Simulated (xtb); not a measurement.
cyclopentanone (C5H8O), singlet, from a rough starting geometry; xtb with GFN2-xTB.

The xtb input:
```
$ xtb mol.xyz --gfn 2 --opt vtight --json

# file mol.xyz
14

O      1.05785173     2.27831011    -0.42515562
C      0.52504542     1.20315215    -0.22873408
C      1.30706029    -0.13016522    -0.08031070
C      0.26110268    -1.13119134    -0.16170757
C     -1.07539676    -0.50116816     0.47308645
C     -0.88998716     0.84227001    -0.12352017
H      2.06733754    -0.20400189    -0.76721748
H      1.82389423    -0.03849580     0.94782880
H      0.49761417    -2.05413218     0.46463670
H      0.05500759    -1.45574173    -1.13001064
H     -0.97237371    -0.44450419     1.50309370
H     -1.94788381    -1.02839823     0.07418348
H     -1.34432414     0.99385913    -1.11051374
H     -1.41764178     1.64996335     0.52658689
```

It wrote (shortened):

```
   ID    Z sym.   atoms
    1    8 O      1
    2    6 C      2-6
    3    1 H      7-14

           -------------------------------------------------
          |                Calculation Setup                |
           -------------------------------------------------

           -------------------------------------------------
          |                 G F N 2 - x T B                 |
           -------------------------------------------------

          ...................................................
          :                      SETUP                      :
          :.................................................:
          :  # basis functions                  32          :
          :  # atomic orbitals                  32          :
          :  # shells                           20          :
          :  # electrons                        34          :
          :  max. iterations                   250          :
          :  Hamiltonian                  GFN2-xTB          :
          :  restarted?                      false          :
          :  GBSA solvation                  false          :
          :  PC potential                    false          :
          :  electronic temp.          300.0000000     K    :
          :  accuracy                    1.0000000          :
          :  -> integral cutoff          0.2500000E+02      :
          :  -> integral neglect         0.1000000E-07      :
          :  -> SCF convergence          0.1000000E-05 Eh   :
          :  -> wf. convergence          0.1000000E-03 e    :
          :  Broyden damping             0.4000000          :
          :  net charge                          0          :
          :  unpaired electrons                  0          :
          ...................................................

 iter      E             dE          RMSdq      gap      omega  full diag
   1    -19.0268872 -0.190269E+02  0.403E+00    4.52       0.0  T
   2    -19.0722757 -0.453885E-01  0.212E+00    3.62       1.0  T
   3    -19.0774714 -0.519571E-02  0.138E+00    4.09       1.0  T
   4    -19.0815830 -0.411153E-02  0.156E-01    3.83       1.0  T
   5    -19.0816887 -0.105709E-03  0.787E-02    3.87       1.0  T
   6    -19.0817025 -0.138557E-04  0.300E-02    3.86       1.0  T
   7    -19.0817029 -0.353335E-06  0.712E-03    3.86       3.8  T
   8    -19.0817031 -0.199538E-06  0.231E-03    3.86      11.6  T
   9    -19.0817031  0.202990E-08  0.894E-04    3.86      29.9  T
  10    -19.0817031 -0.585584E-08  0.249E-04    3.86     107.4  T

   *** convergence criteria satisfied after 10 iterations ***

         :::::::::::::::::::::::::::::::::::::::::::::::::::::
         ::                     SUMMARY                     ::
         :::::::::::::::::::::::::::::::::::::::::::::::::::::
         :: total energy             -18.825470218898 Eh    ::
         :: gradient norm              0.191888413718 Eh/a0 ::
         :: HOMO-LUMO gap              3.862260541773 eV    ::
         ::.................................................::
         :: SCC energy               -19.081692991063 Eh    ::
         :: -> isotropic ES            0.028002579958 Eh    ::
         :: -> anisotropic ES          0.001470079618 Eh    ::
         :: -> anisotropic XC          0.008020900003 Eh    ::
         :: -> dispersion             -0.008026180200 Eh    ::
         :: repulsion energy           0.256222772165 Eh    ::
         :: add. restraining           0.000000000000 Eh    ::
         :: total charge              -0.000000000000 e     ::
         :::::::::::::::::::::::::::::::::::::::::::::::::::::

      -----------------------------------------------------------
     |                   =====================                   |
     |                        A N C O P T                        |
     |                   =====================                   |
     |               Approximate Normal Coordinate               |
     |                Rational Function Optimizer                |
      -----------------------------------------------------------
      -----------------------------------------------------------
     |                   =====================                   |
     |                        A N C O P T                        |
     |                   =====================                   |
     |               Approximate Normal Coordinate               |
     |                Rational Function Optimizer                |
      -----------------------------------------------------------

          ...................................................
          :                      SETUP                      :
          :.................................................:
          :   optimization level         verytight          :
          :   max. optcycles                   280          :
          :   ANC micro-cycles                  20          :
          :   degrees of freedom                36          :
          :.................................................:
          :   RF solver                   davidson          :
          :   write xtbopt.log                true          :
          :   linear?                        false          :
          :   energy convergence         0.1000000E-06 Eh   :
          :   grad. convergence          0.2000000E-03 Eh/α :
          :   maxmium RF displ.          1.0000000          :
          :   Hlow (freq-cutoff)         0.1000000E-01      :
          :   Hmax (freq-cutoff)         5.0000000          :
          :   S6 in model hess.         20.0000000          :
          ...................................................

generating ANC from exact Hessian ...
Using Lindh-Hessian (1995)
 Shifting diagonal of input Hessian by    0.0000000000000000
 Lowest  eigenvalues of input Hessian
    0.000000    0.000000    0.000000    0.000000    0.000000    0.000000
    0.011481    0.012629    0.028945    0.039917    0.043150    0.045208
[...]
 * total energy  :   -18.8254702 Eh     change       -0.2677574E-09 Eh
 * total energy  :   -18.8489985 Eh     change       -0.2352826E-01 Eh
 * total energy  :   -18.8527122 Eh     change       -0.3713689E-02 Eh
 * total energy  :   -18.8529268 Eh     change       -0.2145962E-03 Eh
 * total energy  :   -18.8529630 Eh     change       -0.3623475E-04 Eh
 * total energy  :   -18.8529688 Eh     change       -0.5760336E-05 Eh
 * total energy  :   -18.8529704 Eh     change       -0.1619149E-05 Eh
 * total energy  :   -18.8529709 Eh     change       -0.5577664E-06 Eh
 * total energy  :   -18.8529712 Eh     change       -0.2295628E-06 Eh
 * total energy  :   -18.8529712 Eh     change       -0.8169010E-07 Eh
   *** GEOMETRY OPTIMIZATION CONVERGED AFTER 10 ITERATIONS ***
         :: total energy             -18.852971248300 Eh    ::
[...]
         :: repulsion energy           0.243787139239 Eh    ::
         :: add. restraining           0.000000000000 Eh    ::
         :: total charge              -0.000000000000 e     ::
         :::::::::::::::::::::::::::::::::::::::::::::::::::::

           -------------------------------------------------
          |                Property Printout                |
           -------------------------------------------------

    * Orbital Energies and Occupations

         #    Occupation            Energy/Eh            Energy/eV
      -------------------------------------------------------------
         1        2.0000           -0.7105516             -19.3351
       ...           ...                  ...                  ...
         5        2.0000           -0.5833921             -15.8749
         6        2.0000           -0.5678362             -15.4516
         7        2.0000           -0.5544968             -15.0886
         8        2.0000           -0.5385743             -14.6554
         9        2.0000           -0.5248309             -14.2814
        10        2.0000           -0.5058926             -13.7660
        11        2.0000           -0.5040424             -13.7157
        12        2.0000           -0.4799923             -13.0613
        13        2.0000           -0.4623146             -12.5802
        14        2.0000           -0.4601241             -12.5206
        15        2.0000           -0.4586340             -12.4801
        16        2.0000           -0.4400263             -11.9737
        17        2.0000           -0.3932107             -10.6998 (HOMO)
        18                         -0.2458674              -6.6904 (LUMO)
        19                          0.0588009               1.6001
        20                          0.0731056               1.9893
        21                          0.0988911               2.6910
        22                          0.1013880               2.7589
        23                          0.1284438               3.4951
        24                          0.1360069               3.7009
        25                          0.1665263               4.5314
        26                          0.1691642               4.6032
        27                          0.2299533               6.2573
        28                          0.2332724               6.3477
       ...                                ...                  ...
        32                          0.6532974              17.7771
      -------------------------------------------------------------
                  HL-Gap            0.1473433 Eh            4.0094 eV
             Fermi-level           -0.3195390 Eh           -8.6951 eV

     #   Z          covCN         q      C6AA      α(0)
     1   8 O        0.856    -0.360    20.898     6.129
     2   6 C        2.835     0.244    22.923     7.846
     3   6 C        3.824    -0.090    22.192     6.704
     4   6 C        3.828    -0.061    21.656     6.622
     5   6 C        3.828    -0.061    21.656     6.622
     6   6 C        3.824    -0.090    22.192     6.704
     7   1 H        0.925     0.062     2.172     2.305
     8   1 H        0.924     0.068     2.110     2.272
     9   1 H        0.925     0.039     2.458     2.452
    10   1 H        0.924     0.040     2.453     2.449
    11   1 H        0.924     0.040     2.453     2.449
    12   1 H        0.925     0.039     2.458     2.452
    13   1 H        0.924     0.068     2.110     2.271
    14   1 H        0.925     0.062     2.172     2.305

 Mol. C6AA /au·bohr⁶  :       1609.382322
 Mol. C8AA /au·bohr⁸  :      35628.878052
 Mol. α(0) /au        :         59.579944

Wiberg/Mayer (AO) data.
largest (>0.10) Wiberg bond orders for each atom

 ---------------------------------------------------------------------------
     #   Z sym  total        # sym  WBO       # sym  WBO       # sym  WBO
 ---------------------------------------------------------------------------
     1   8 O    2.085 --     2 C    1.872
     2   6 C    3.914 --     1 O    1.872     6 C    0.985     3 C    0.985
     3   6 C    3.997 --     4 C    1.009     2 C    0.985     7 H    0.962
                             8 H    0.945
     4   6 C    3.997 --     3 C    1.009     5 C    1.004    10 H    0.980
                             9 H    0.980
     5   6 C    3.997 --     6 C    1.009     4 C    1.004    11 H    0.980
                            12 H    0.980
     6   6 C    3.997 --     5 C    1.009     2 C    0.985    14 H    0.962
                            13 H    0.945
     7   1 H    0.996 --     3 C    0.962
     8   1 H    0.995 --     3 C    0.945
     9   1 H    0.998 --     4 C    0.980
    10   1 H    0.998 --     4 C    0.980
    11   1 H    0.998 --     5 C    0.980
    12   1 H    0.998 --     5 C    0.980
    13   1 H    0.995 --     6 C    0.945
    14   1 H    0.996 --     6 C    0.962
 ---------------------------------------------------------------------------

Topologies differ in total number of bonds
Writing topology from bond orders to xtbtopo.mol

molecular dipole:
                 x           y           z       tot (Debye)
 q only:       -0.473      -1.027       0.193
   full:       -0.536      -1.163       0.219       3.302
molecular quadrupole (traceless):
                xx          xy          yy          xz          yz          zz
 q only:        2.672      -4.547      -5.189       0.869       1.508       2.517
  q+dip:        2.880      -5.826      -7.310       1.496       2.113       4.429
   full:        2.649      -5.712      -7.295       1.405       2.186       4.647

optimized geometry written to: xtbopt.xyz

           -------------------------------------------------
          | TOTAL ENERGY              -18.852971248300 Eh   |
          | GRADIENT NORM               0.000067182572 Eh/α |
          | HOMO-LUMO GAP               4.009415734215 eV   |
           -------------------------------------------------

normal termination of xtb
```
